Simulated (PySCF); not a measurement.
# Ionisation energy of Zn⁺ by level of theory

Zn⁺ [Ar] 3d10 4s1 [4s1/2^1, M_J = 1/2] → Zn²⁺ [Ar] 3d10, as a difference of total energies. Computed with PySCF 2.14 in x2c-SVPall-2c, with the two-component X2C-1e Hamiltonian. Correlated levels: [Ne] frozen; the 6 highest virtual spinors dropped. "Screened" scales the spin-orbit matrix elements by Boettger's factors to mimic the two-electron term; Breit and QED terms are absent.

```json
{"method": "GHF (screened spin-orbit)", "ionisation energy (eV)": "16.836"}
{"method": "GMP2 (screened spin-orbit)", "ionisation energy (eV)": "17.335"}
```

**Question.** How much does correlation contribute at GMP2 (screened spin-orbit)?

**Answer.** 17.335 − (16.836) = 0.499 eV, measured against GHF (screened spin-orbit).

Errors of the correlated levels include the incompleteness of this basis and the frozen core.

For comparison: 17.964 eV (measured; NIST Atomic Spectra Database, ionization energies).
